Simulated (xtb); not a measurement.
xtb input:

```bash
xtb mol.xyz --gfn 2 --sp --chrg -1 --uhf 0
```
mol.xyz:
```
5

C      1.61440052     1.13498542     0.19390127
C      0.52885921     0.34092115     0.18506114
C     -0.49906388    -0.32674911    -0.15482194
O     -1.48709825    -1.00911312    -0.32174324
H      2.03161087     1.17796015     1.22910305
```

Question: Which total energy does the run end on?

Answer: -11.03635 Eh (GFN2-xTB).

It need not be the lowest isomer of its formula. Whether it binds its extra electron was not tested at this geometry.
